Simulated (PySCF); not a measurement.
BCl, triplet, at a GFN2-xTB geometry (the spin is typed, not shown lowest); CAMB3LYP/def2-SVP (PySCF).

Input for PySCF:
```python
from pyscf import gto, scf, dft

mol = gto.Mole()
mol.atom = '''
    B    -0.000000   -0.000000   -1.299651
    Cl    0.000000    0.000000    0.382250
'''
mol.basis = 'def2-svp'
mol.charge = 0
mol.spin = 2
mol.verbose = 4
mol.symmetry = True
mol.build()

mf = dft.UKS(mol)
mf.xc = 'camb3lyp'
mf.kernel()
mf.analyze()
```

What the program printed (banner, timings and long lists left out):

```
PySCF version 2.14.0

[INPUT] verbose = 4
[INPUT] num. atoms = 2
[INPUT] num. electrons = 22
[INPUT] charge = 0
[INPUT] spin (= nelec alpha-beta = 2S) = 2
[INPUT] symmetry True subgroup None
[INPUT] Mole.unit = angstrom
[INPUT] Symbol           X                Y                Z      unit          X                Y                Z       unit  Magmom
[...]
nuclear repulsion = 26.7435853407543
point group symmetry = Coov
symmetry origin: [ 0.0000000e+00  0.0000000e+00 -4.2948321e-07]
symmetry axis x: [1. 0. 0.]
symmetry axis y: [0. 1. 0.]
symmetry axis z: [0. 0. 1.]
num. orbitals of irrep A1 = 14
num. orbitals of irrep E1x = 7
num. orbitals of irrep E1y = 7
num. orbitals of irrep E2x = 2
num. orbitals of irrep E2y = 2
number of shells = 14
number of NR pGTOs = 60
number of NR cGTOs = 32
basis = def2-svp
ecp = {}

******** <class 'pyscf.dft.uks_symm.SymAdaptedUKS'> ********
method = SymAdaptedUKS
initial guess = minao
damping factor = 0
level_shift factor = 0
DIIS = <class 'pyscf.scf.diis.CDIIS'>
diis_start_cycle = 1
diis_space = 8
diis_damp = 0
SCF conv_tol = 1e-09
SCF conv_tol_grad = None
SCF max_cycles = 50
direct_scf = True
direct_scf_tol = 1e-13
number electrons alpha = 12  beta = 10
XC library pyscf.dft.libxc version 7.1.2
    S. Lehtola, C. Steigemann, M. J. T. Oliveira, and M. A. L. Marques,  SoftwareX 7, 1–5 (2018)
XC functionals = camb3lyp
    T. Yanai, D. P. Tew, and N. C. Handy,  Chem. Phys. Lett. 393, 51 (2004)
radial grids:
    Treutler-Ahlrichs [JCP 102, 346 (1995); DOI:10.1063/1.469408] (M4) radial grids

becke partition: Becke, JCP 88, 2547 (1988); DOI:10.1063/1.454033
pruning grids: <function nwchem_prune>
grids dens level: 3
symmetrized grids: True
atomic radii adjust function: <function treutler_atomic_radii_adjust>
small_rho_cutoff = 0
Freeze 0 electrons in irreps []
    22 free electrons in irreps A1 E1x E1y E2x E2y
Set gradient conv threshold to 3.16228e-05
tot grids = 32928
init E= -484.90255106834

cycle= 1 E= -484.694855387969  delta_E= 0.208  |g|= 0.149  |ddm|= 1.31

cycle= 2 E= -484.697279905143  delta_E= -0.00242  |g|= 0.174  |ddm|= 0.447

cycle= 3 E= -484.721293928872  delta_E= -0.024  |g|= 0.0357  |ddm|= 0.214

cycle= 4 E= -484.721869732513  delta_E= -0.000576  |g|= 0.0265  |ddm|= 0.0682

cycle= 5 E= -484.721862716601  delta_E= 7.02e-06  |g|= 0.0259  |ddm|= 0.0207

cycle= 6 E= -484.721858605369  delta_E= 4.11e-06  |g|= 0.0258  |ddm|= 0.00674

cycle= 7 E= -484.721859973233  delta_E= -1.37e-06  |g|= 0.0257  |ddm|= 0.00059

cycle= 8 E= -484.721766572124  delta_E= 9.34e-05  |g|= 0.0267  |ddm|= 0.00583

cycle= 9 E= -484.721649945399  delta_E= 0.000117  |g|= 0.0281  |ddm|= 0.00705

cycle= 10 E= -484.7217709335  delta_E= -0.000121  |g|= 0.0266  |ddm|= 0.00498

cycle= 11 E= -484.721760504396  delta_E= 1.04e-05  |g|= 0.0268  |ddm|= 0.00112

cycle= 12 E= -484.721795532369  delta_E= -3.5e-05  |g|= 0.0264  |ddm|= 0.002

cycle= 13 E= -484.721819374325  delta_E= -2.38e-05  |g|= 0.0266  |ddm|= 0.00489

cycle= 14 E= -484.721886933724  delta_E= -6.76e-05  |g|= 0.0261  |ddm|= 0.00342

cycle= 15 E= -484.721901458218  delta_E= -1.45e-05  |g|= 0.0261  |ddm|= 0.00553

cycle= 16 E= -484.721881693137  delta_E= 1.98e-05  |g|= 0.0261  |ddm|= 0.00445

cycle= 17 E= -484.72187044161  delta_E= 1.13e-05  |g|= 0.0263  |ddm|= 0.00325

cycle= 18 E= -484.72186458735  delta_E= 5.85e-06  |g|= 0.0263  |ddm|= 0.00372

cycle= 19 E= -484.721868464758  delta_E= -3.88e-06  |g|= 0.0262  |ddm|= 0.000354

cycle= 20 E= -484.721924304644  delta_E= -5.58e-05  |g|= 0.0256  |ddm|= 0.00381

cycle= 21 E= -484.721849022582  delta_E= 7.53e-05  |g|= 0.0264  |ddm|= 0.00436

cycle= 22 E= -484.721877885451  delta_E= -2.89e-05  |g|= 0.0259  |ddm|= 0.0042

cycle= 23 E= -484.721881224276  delta_E= -3.34e-06  |g|= 0.0258  |ddm|= 0.000206

cycle= 24 E= -484.721897755882  delta_E= -1.65e-05  |g|= 0.0256  |ddm|= 0.00298

cycle= 25 E= -484.721893018801  delta_E= 4.74e-06  |g|= 0.0256  |ddm|= 0.00176

[...]
SCF not converged.
Total Energy =                        -484.721943279059246
[...]
**** MO energy ****
alpha MO #1 (A1 #1), energy= -101.608069748104 occ= 1
alpha MO #2 (A1 #2), energy= -9.564425685898 occ= 1
alpha MO #3 (A1 #3), energy= -7.33206438311809 occ= 1
alpha MO #4 (E1x #1), energy= -7.32471455708397 occ= 1
alpha MO #5 (E1y #1), energy= -7.32471455708397 occ= 1
alpha MO #6 (A1 #4), energy= -6.92321796529277 occ= 1
alpha MO #7 (A1 #5), energy= -0.953498602737072 occ= 1
alpha MO #8 (A1 #6), energy= -0.569967966444513 occ= 1
alpha MO #9 (E1x #2), energy= -0.448091965641586 occ= 1
alpha MO #10 (E1y #2), energy= -0.448091965641586 occ= 1
alpha MO #11 (A1 #7), energy= -0.384975318023451 occ= 1
alpha MO #12 (E1x #3), energy= -0.220865670626069 occ= 1
alpha MO #13 (E1y #3), energy= -0.220865670626069 occ= 0
alpha MO #14 (A1 #8), energy= 0.160133848846336 occ= 0
alpha MO #15 (A1 #9), energy= 0.224587403932525 occ= 0
alpha MO #16 (A1 #10), energy= 0.314154379881758 occ= 0
alpha MO #17 (E1x #4), energy= 0.321544697020782 occ= 0
alpha MO #18 (E1y #4), energy= 0.321544697020782 occ= 0
alpha MO #19 (A1 #11), energy= 0.654624572875105 occ= 0
alpha MO #20 (E1x #5), energy= 0.709302292006691 occ= 0
alpha MO #21 (E1y #5), energy= 0.709302292006691 occ= 0
alpha MO #22 (E2x #1), energy= 0.794307673178898 occ= 0
alpha MO #23 (E2y #1), energy= 0.794307673178898 occ= 0
alpha MO #24 (A1 #12), energy= 0.834671590334474 occ= 0
alpha MO #25 (E1x #6), energy= 0.954699820501603 occ= 0
alpha MO #26 (E1y #6), energy= 0.954699820501603 occ= 0
alpha MO #27 (E2x #2), energy= 1.08866401116587 occ= 0
alpha MO #28 (E2y #2), energy= 1.08866401116587 occ= 0
alpha MO #29 (A1 #13), energy= 1.30756428184684 occ= 0
alpha MO #30 (E1x #7), energy= 1.36159310275369 occ= 0
alpha MO #31 (E1y #7), energy= 1.36159310275369 occ= 0
alpha MO #32 (A1 #14), energy= 1.6418948105385 occ= 0
beta  MO #1 (A1 #1), energy= -101.607033075033 occ= 1
beta  MO #2 (A1 #2), energy= -9.56337881115836 occ= 1
beta  MO #3 (A1 #3), energy= -7.32994429915907 occ= 1
beta  MO #4 (E1x #1), energy= -7.32184092439805 occ= 1
beta  MO #5 (E1y #1), energy= -7.32184092439805 occ= 1
beta  MO #6 (A1 #4), energy= -6.8954921402515 occ= 1
beta  MO #7 (A1 #5), energy= -0.944435994959394 occ= 1
beta  MO #8 (A1 #6), energy= -0.53772892958584 occ= 1
beta  MO #9 (E1x #2), energy= -0.422364700607772 occ= 1
beta  MO #10 (E1y #2), energy= -0.422364700607772 occ= 1
beta  MO #11 (A1 #7), energy= -0.0931919986092138 occ= 0
beta  MO #12 (E1x #3), energy= 0.0411566437174156 occ= 0
beta  MO #13 (E1y #3), energy= 0.0411566437174156 occ= 0
beta  MO #14 (A1 #8), energy= 0.182490772440969 occ= 0
beta  MO #15 (A1 #9), energy= 0.248703510171035 occ= 0
beta  MO #16 (A1 #10), energy= 0.363582092995081 occ= 0
beta  MO #17 (E1x #4), energy= 0.37556395052056 occ= 0
beta  MO #18 (E1y #4), energy= 0.37556395052056 occ= 0
beta  MO #19 (A1 #11), energy= 0.659519781289603 occ= 0
beta  MO #20 (E1x #5), energy= 0.753636158541333 occ= 0
beta  MO #21 (E1y #5), energy= 0.753636158541333 occ= 0
beta  MO #22 (E2x #1), energy= 0.801521412951147 occ= 0
beta  MO #23 (E2y #1), energy= 0.801521412951147 occ= 0
beta  MO #24 (A1 #12), energy= 0.863166519933585 occ= 0
beta  MO #25 (E1x #6), energy= 0.967675846200931 occ= 0
beta  MO #26 (E1y #6), energy= 0.967675846200931 occ= 0
beta  MO #27 (E2x #2), energy= 1.16743411765316 occ= 0
beta  MO #28 (E2y #2), energy= 1.16743411765316 occ= 0
beta  MO #29 (A1 #13), energy= 1.32738781274158 occ= 0
beta  MO #30 (E1x #7), energy= 1.43331240195129 occ= 0
beta  MO #31 (E1y #7), energy= 1.43331240195129 occ= 0
beta  MO #32 (A1 #14), energy= 1.69043749858062 occ= 0
 ** Mulliken pop alpha/beta on meta-lowdin orthogonal AOs **
 ** Mulliken pop       alpha | beta **
[...]
In total            12.00000 | 10.00000
 ** Mulliken atomic charges   ( Nelec_alpha | Nelec_beta ) **
charge of  0B =     -0.10133  (     3.52525      1.57608 )
charge of  1Cl =      0.10133  (     8.47475      8.42392 )
Dipole moment(X, Y, Z, Debye):  0.00000,  0.00000,  0.27070
```

The run did not converge; its last values are not results.
